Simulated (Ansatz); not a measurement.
Geometry optimisation, Ansatz 0.2.0, RHF/def2-SVP.

The input (input.yaml):

```yaml
crystal:
  periodic: [false, false, false]
  atoms:
    - { symbol: Zr, position_ang: [-0.670942, -0.276939, -0.365304] }
    - { symbol: "N", position_ang: [0.01272, 1.028362, 2.700142] }
    - { symbol: H, position_ang: [0.520446, 0.529143, 3.41082] }
    - { symbol: H, position_ang: [0.24785, 2.002543, 2.783693] }
    - { symbol: "N", position_ang: [1.214076, -0.91395, 0.125297] }
    - { symbol: H, position_ang: [1.806876, -1.543322, -0.386124] }
    - { symbol: H, position_ang: [1.701282, -0.59642, 0.945709] }
    - { symbol: "N", position_ang: [-0.745555, 1.678282, -0.989379] }
    - { symbol: H, position_ang: [-1.60676, 2.155624, -1.201393] }
    - { symbol: H, position_ang: [0.007387, 2.334183, -1.100548] }
    - { symbol: "N", position_ang: [-1.263056, -1.386358, -1.980093] }
    - { symbol: H, position_ang: [-1.423283, -2.38011, -1.97323] }
    - { symbol: H, position_ang: [-1.460199, -1.043049, -2.904119] }
    - { symbol: P, position_ang: [-2.499396, -0.639463, 1.458834] }
    - { symbol: H, position_ang: [-3.40112, -1.550496, 0.867621] }
    - { symbol: H, position_ang: [-1.839647, -1.61246, 2.245765] }
    - { symbol: H, position_ang: [-0.987879, 0.935732, 2.91941] }
basis:
  gaussian: { orbitals: def2-SVP }
hamiltonian:
  xc: hf
relax:
  f_tol: 0.03
  max_steps: 50
```

Run as:

```bash
$ ansatz run input.yaml --threads 4 --pin off --max-ram 5120MiB --backend cpu --events-out ev --progress --plain --runs-dir out
```

Where does it end, and by what steps?

The run converged. The force dipped under the threshold on the way, but the program's further checks kept it going. After 17 steps the energy has fallen by 0.467 eV; H4 moved furthest, 0.88 Å. Joined: Zr1–N2 (3.40 → 2.54 Å).

```json
{"step": "0", "energy less start (eV)": "0.0000", "largest force component (eV/Å)": "1.020", "accepted": "yes"}
{"step": "1", "energy less start (eV)": "-0.0610", "largest force component (eV/Å)": "0.864", "accepted": "yes"}
{"step": "2", "energy less start (eV)": "-0.1862", "largest force component (eV/Å)": "0.727", "accepted": "yes"}
{"step": "3", "energy less start (eV)": "-0.2967", "largest force component (eV/Å)": "0.778", "accepted": "yes"}
{"step": "4", "energy less start (eV)": "-0.3949", "largest force component (eV/Å)": "0.872", "accepted": "yes"}
{"step": "5", "energy less start (eV)": "-0.3895", "largest force component (eV/Å)": "0.951", "accepted": "no"}
{"step": "6", "energy less start (eV)": "-0.4231", "largest force component (eV/Å)": "0.477", "accepted": "yes"}
{"step": "7", "energy less start (eV)": "-0.4383", "largest force component (eV/Å)": "0.216", "accepted": "yes"}
{"step": "8", "energy less start (eV)": "-0.4424", "largest force component (eV/Å)": "0.181", "accepted": "yes"}
{"step": "9", "energy less start (eV)": "-0.4540", "largest force component (eV/Å)": "0.077", "accepted": "yes"}
{"step": "10", "energy less start (eV)": "-0.4624", "largest force component (eV/Å)": "0.065", "accepted": "yes"}
{"step": "11", "energy less start (eV)": "-0.4563", "largest force component (eV/Å)": "0.313", "accepted": "no"}
{"step": "12", "energy less start (eV)": "-0.4647", "largest force component (eV/Å)": "0.040", "accepted": "yes"}
{"step": "13", "energy less start (eV)": "-0.4640", "largest force component (eV/Å)": "0.189", "accepted": "no"}
{"step": "14", "energy less start (eV)": "-0.4655", "largest force component (eV/Å)": "0.021", "accepted": "yes"}
{"step": "15", "energy less start (eV)": "-0.4660", "largest force component (eV/Å)": "0.079", "accepted": "yes"}
{"step": "16", "energy less start (eV)": "-0.4664", "largest force component (eV/Å)": "0.057", "accepted": "yes"}
{"step": "17", "energy less start (eV)": "-0.4667", "largest force component (eV/Å)": "0.018", "accepted": "yes"}
```

```xyz
17
Properties=species:S:1:pos:R:3
Zr -0.629 -0.137 -0.074
N -0.135 0.885 2.198
H 0.079 0.216 2.920
H 0.634 1.535 2.147
N 1.285 -0.862 0.253
H 1.745 -1.467 -0.405
H 1.901 -0.733 1.035
N -0.737 1.806 -0.764
H -1.598 2.234 -1.065
H 0.010 2.452 -0.954
N -1.186 -1.201 -1.743
H -1.406 -2.181 -1.788
H -1.344 -0.805 -2.654
P -2.793 -0.896 1.427
H -3.092 -2.168 0.894
H -2.184 -1.363 2.620
H -0.939 1.407 2.509
```

Whether the end is a true minimum wasn't checked by a vibrational analysis.

The run took 35 s on 4 threads of Arm Neoverse V2, on a shared host, peak memory 0.48 GiB.
